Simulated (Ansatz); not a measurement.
## InH3 (SMILES [InH3]): where methods fail along a bond

The species is InH3 (4 atoms), meant as a singlet with charge 0. As SMILES, `[InH3]`. Geometry: relaxed at PBE0-D4/def2-TZVP.

```xyz
4

In    0.0139   -0.0151   -0.0051
H     0.4155    1.5160    0.6782
H    -1.0956   -0.1073   -1.3214
H     0.7218   -1.4540    0.6280
```

The In1–H3 distance is scanned; the parts on either side stay rigid. Basis STO-3G, 18 core orbitals frozen in the correlated methods; program Ansatz 0.2.0. FCI is exact within this basis and core. Energies in eV from each method's value at 1.724 Å; methods without a U are spin-restricted. The shape above is that at 1.724 Å.

(1) At 4.31 Å, estimate the order of these methods by their error in the energy rise against FCI, smallest first.
A. CCSD
B. BCCD(T)
C. CCSDT(Q)

| distance (Å) | CCSD | BCCD(T) | CCSDT(Q) | FCI |
| --- | --- | --- | --- | --- |
| 1.724 | 0.00 | 0.00 | 0.00 | 0.00 |
| 2.155 | 1.16 | 1.16 | 1.15 | 1.15 |
| 2.586 | 2.74 | 2.72 | 2.71 | 2.71 |
| 3.448 | 4.44 | 4.35 | 4.33 | 4.33 |
| 4.310 | 4.67 | 4.50 | 4.53 | 4.53 |

Results:

(1) C (0.00 eV), B (0.02 eV), A (0.15 eV).
